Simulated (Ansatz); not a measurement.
Calculated with Ansatz (gas phase, PBE0-D4/def2-TZVP geometries, no zero-point term in ΔE). CBS: MP2 limit from def2 TZ/QZ plus the TZ coupled-cluster correction, frozen cores. This one scheme is used for every species. Functionals use def2-TZVPP. HSE06 is defined as in plane-wave codes. For Se outer-core shells are correlated without core-valence functions, which leaves a few kJ/mol of doubt a bond. Scalar relativity is left out up to krypton. One conformer a species, not always the lowest.

Consider the formal exchange of groups at the Se–Si bond: `[SeH][SiH]1BO1` + `[F][AlH2]` → `[F][AlH][SeH]` + `B1O[SiH2]1`.

| level | ΔE (kJ/mol) | difference from CCSD(T)/CBS |
| --- | --- | --- |
| revPBE-D4 | -46.7 | 7.6 |
| r2SCANh-D4 | -55.0 | -0.7 |
| BHLYP-D4 | -54.4 | -0.1 |
| ωB97M-V | -52.5 | 1.8 |
| PBE-QIDH | -54.1 | 0.2 |
| PBE0 | -53.8 | 0.5 |
| HSE06 | -53.8 | 0.5 |
| CCSD/def2-TZVPP | -56.2 | -1.9 |
| HF/CBS(def2) | -60.5 | -6.2 |
| MP2/CBS(def2) | -52.2 | 2.1 |
| CCSD(T)/CBS | -54.3 | 0 |

Largest T1 diagnostic among the species: 0.017.

From BLYP to BHLYP (50 % exact exchange), in def2-TZVPP and without D4, ΔE moves by −3.9 kJ/mol. At CCSD(T), def2-SVP lies −4.8 kJ/mol from the extrapolated value and def2-TZVPP −0.4 kJ/mol. The D4 term adds +3.8 kJ/mol with B3LYP and +2.0 kJ/mol with PBE0; it sums over pairs of atoms, weighted by their polarisabilities, and B3LYP, whose exchange is more repulsive, gets the larger term.

B3LYP here is the variant with VWN-RPA as its local correlation; programs differ in this.
